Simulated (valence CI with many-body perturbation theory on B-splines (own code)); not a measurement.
## Sr¹⁵⁺: calculated level list

Calculated by configuration interaction combined with many-body perturbation theory (CI+MBPT): five valence electrons over a frozen Dirac-Fock core [Ar], a basis of 7 s, 7 p, 8 d, 6 f, 4 g, 1 h functions for each j, with the one-electron correlation potential Σ1, the two-electron term Σ2, the three-electron term Σ3, Breit, model QED; selected CI, second order for the rest (own B-spline code, finite nucleus).

No measured levels were compared; by estimate terms of the open shell hold to 2 to 4 % of their energy, and close levels can change places. Core correlation moves these levels by up to 10000 cm⁻¹, and in measured spectra 5 to 20 % of such shifts remained as error; rates that hang on mixing are uncertain with them. Only levels of the ground parity were solved; by the run's estimate the other parity begins above the list, which can be wrong where configurations are misplaced.

Levels 1 to 37 of 37, with energies above the lowest level, 3d5 6S_5/2. "Leading %" is the weight of the configuration and term that name the level; weights of strongly mixed levels are sums over their largest components and can fall short. In the jj column 3d3/2^4 stands for four electrons in 3d with j = 3/2. Lifetimes count E1, E2, E3, M1 and M2 decay at the calculated energies, and are blank where another channel may lead or the interval is too uncertain; long ones can be off by a factor of two.

```tsv
No.	Configuration	Term	J	E (cm⁻¹)	Leading %	g	Lifetime	Leading jj
1	3d5	6S	5/2	0.0	97	1.988		3d3/2^2 3d5/2^3 (40 %)
2	3d5	4G	5/2	78866	68	0.789	9.43 ms	3d3/2^4 3d5/2 (47 %)
3	3d5	4G	11/2	82207	96	1.263		3d3/2^2 3d5/2^3 (44 %)
4	3d5	4G	7/2	82306	92	1.002	613 ms	3d3/2^3 3d5/2^2 (55 %)
5	3d5	4G	9/2	83513	97	1.170	6.64 s	3d3/2^2 3d5/2^3 (62 %)
6	3d5	4P	5/2	85562	45	1.292	2.25 ms	3d3/2^3 3d5/2^2 (39 %)
7	3d5	4P	3/2	88071	62	1.516	2.57 ms	3d3/2^3 3d5/2^2 (70 %)
8	3d5	4P	1/2	92245	78	2.122	275 ms	3d3/2^2 3d5/2^3 (52 %)
9	3d5	4D	7/2	99938	91	1.399	18.4 ms	3d3/2^2 3d5/2^3 (67 %)
10	3d5	4D	1/2	105760	80	0.531	11.3 ms	3d3/2^2 3d5/2^3 (80 %)
11	3d5	4D	5/2	106420	62	1.398	3.69 ms	3d3/2^3 3d5/2^2 (38 %)
12	3d5	4D	3/2	108040	62	1.363	3.89 ms	3d3/2^2 3d5/2^3 (48 %)
13	3d5	2I	11/2	117740	86	0.947	16.7 ms	3d3/2^2 3d5/2^3 (54 %)
14	3d5	2I	13/2	121690	100	1.075	269 ms	3d3/2^2 3d5/2^3 (100 %)
15	3d5	2D	5/2	125430	39	1.085	1.29 ms	3d3/2 3d5/2^4 (38 %)
16	3d5	2D	3/2	128780	64	0.686	3.36 ms	3d3/2^2 3d5/2^3 (64 %)
17	3d5	2F	7/2	131110	49	1.141	9.32 ms	3d3/2^3 3d5/2^2 (63 %)
18	3d5	4F	9/2	133130	55	1.218	8.75 ms	3d3/2^3 3d5/2^2 (58 %)
19	3d5	4F	5/2	139020	76	1.010	6.46 ms	3d3/2^2 3d5/2^3 (72 %)
20	3d5	2F	7/2	144050	46	1.192	1.86 ms	3d3/2 3d5/2^4 (71 %)
21	3d5	2H	9/2	144690	59	1.058	2.89 ms	3d3/2^2 3d5/2^3 (92 %)
22	3d5	4F	3/2	146330	63	0.559	3.60 ms	3d3/2 3d5/2^4 (57 %)
23	3d5	2G	7/2	151880	83	0.932	10.7 ms	3d3/2^2 3d5/2^3 (82 %)
24	3d5	2H	11/2	154920	84	1.072		3d3/2 3d5/2^4 (83 %)
25	3d5	2F	5/2	155910	63	0.985	1.89 ms	3d3/2 3d5/2^4 (30 %)
26	3d5	2G	9/2	160760	55	1.073	4.86 ms	3d3/2 3d5/2^4 (71 %)
27	3d5	2F	5/2	162990	64	0.950	2.16 ms	3d3/2^2 3d5/2^3 (40 %)
28	3d5	2F	7/2	164000	79	1.144	5.33 ms	3d3/2 3d5/2^4 (49 %)
29	3d5	2S	1/2	175130	96	1.989	1.95 ms	3d3/2^3 3d5/2^2 (39 %)
30	3d5	2D	3/2	195320	98	0.803	1.44 ms	3d3/2^3 3d5/2^2 (35 %)
31	3d5	2D	5/2	199320	90	1.176	1.14 ms	3d3/2 3d5/2^4 (43 %)
32	3d5	2G	9/2	217330	100	1.109		3d3/2^2 3d5/2^3 (80 %)
33	3d5	2G	7/2	219270	97	0.894	1.88 ms	3d3/2^2 3d5/2^3 (45 %)
34	3d5	2P	3/2	259750	92	1.290		3d3/2^2 3d5/2^3 (75 %)
35	3d5	2P	1/2	263250	98	0.687		3d3/2^2 3d5/2^3 (45 %)
36	3d5	2D	5/2	285420	99	1.198		3d3/2^2 3d5/2^3 (82 %)
37	3d5	2D	3/2	288120	92	0.838		3d3/2 3d5/2^4 (62 %)
```

Names give the largest LS component (configuration and term), which can be under half, so a name can repeat, a term be missing and a line seem to break the LS rules; names also repeat where a configuration has a term twice.

The ionisation energy to 3d4 5D_0 of the next ion comes out as 561.35 eV (NIST: 562 ± 3 eV (theoretical)). All 37 levels together are meant to be complete up to 299450 cm⁻¹.
